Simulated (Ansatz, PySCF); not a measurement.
Molecule: CH$_{7}$FNSi$_{2}$, charge 0, multiplicity 2. It need not be the lowest isomer of its formula. 
Geometry from a B3LYP-D3(BJ)/def2-TZVP (Ansatz, a program for electronic structure) optimisation:
```
N
Si 1 1.7013
F 2 1.6115 1 113.90
Si 1 1.7186 2 144.36 3 2.45
H 2 1.4790 3 106.08 1 116.65
H 4 1.4809 1 110.10 2 -152.17
H 4 1.4833 6 109.01 1 -126.07
H 4 1.4873 6 109.33 7 -119.27
C 2 1.8611 5 113.83 3 -118.15
H 9 1.0905 2 110.58 5 -57.87
H 9 1.0912 10 108.51 2 121.70
H 9 1.0918 10 108.87 11 117.61
```
Charge 0, spin multiplicity 2.

Total electronic energies in hartree. Cores are frozen in the correlated levels unless marked. Open shells are spin-unrestricted. Spin-orbit coupling is left out. Non-relativistic. CBS marks a two-point X^-3 extrapolation of the correlation energy; Hartree-Fock from the larger set. [CCSD(T)-MP2]/basis is that difference in the basis named.

| level | program | energy (Eh) |
|---|---|---|
| HF/6-31G* | Ansatz | -773.73843 |
| HF/def2-TZVPD | PySCF | -773.89209 |
| r2SCAN-D4/def2-TZVPD | Ansatz + dftd4 | -775.91226 |
| B3LYP-D4/def2-TZVPD | Ansatz + dftd4 | -776.12322 |
| PBE0/def2-TZVPD | Ansatz | -775.59776 |
| BHLYP-D3(BJ)/def2-TZVPD | Ansatz + dftd3 | -775.98629 |
| TPSSh/def2-TZVPD | PySCF | -776.10274 |
| CAM-B3LYP-D3(BJ)/def2-TZVPD | Ansatz + dftd3 | -776.01043 |
| B2PLYP/def2-TZVPD | Ansatz | -775.67578 |
| MP2/6-31G* | Ansatz | -774.32552 |
| SCS-MP2/6-31G* | Ansatz | -774.32059 |
| CCSD/6-31G | Ansatz | -773.99885 |
| CCSD(T)/STO-3G | Ansatz | -764.72500 |
| RI-MP2/CBS(cc-pV(T+d)Z,cc-pV(Q+d)Z)+[CCSD(T)-MP2]/cc-pV(D+d)Z | Ansatz | -774.9529 |
| RI-MP2/CBS(cc-pV(T+d)Z,cc-pV(Q+d)Z)+[CCSD(T)-MP2]/cc-pV(T+d)Z | Ansatz | -774.9588 |

Totals of different functionals don't rank their quality; only differences between species are comparable.
